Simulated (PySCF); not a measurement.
**Radial density of P (phosphorus, neutral)**

UHF, [Ne] 3s1 3p4, high-spin 4P determinant (an excited configuration). Computed with PySCF 2.14 in aug-cc-pVTZ-DK (6s5p3d2f, 50 functions), with the spin-free X2C one-electron Hamiltonian (Gaussian nucleus).

| r (bohr) | 4πr²ρ (e/bohr) | 4πr²(ρα − ρβ) |
| --- | --- | --- |
| 0.00136 | 0.05983 | 0.0002 |
| 0.00229 | 0.1567 | 0.0005 |
| 0.00386 | 0.4065 | 0.0012 |
| 0.00649 | 1.029 | 0.0030 |
| 0.0109 | 2.484 | 0.0071 |
| 0.0184 | 5.511 | 0.0157 |
| 0.0309 | 10.59 | 0.0298 |
| 0.0519 | 15.94 | 0.0439 |
| 0.0873 | 16.37 | 0.0505 |
| 0.147 | 11.55 | 0.1010 |
| 0.247 | 12.88 | 0.2872 |
| 0.416 | 15.67 | 0.2603 |
| 0.699 | 6.744 | 0.0100 |
| 1.18 | 2.114 | 1.1328 |
| 1.98 | 2.390 | 1.6209 |
| 3.33 | 0.7426 | 0.3187 |
| 5.60 | 0.05633 | -0.0088 |
| 9.41 | 0.0009931 | -0.0010 |

Densities and radii are taken from the X2C orbitals without a picture-change correction, which distorts them close to the nucleus.

Task: Where is the radial spin density 4πr²(ρα − ρβ) most negative, and why is it negative at all?

Result: Around r = 5.60 bohr, down to -0.0088 e/bohr: exchange with the open shell polarises the paired shells in an unrestricted calculation.
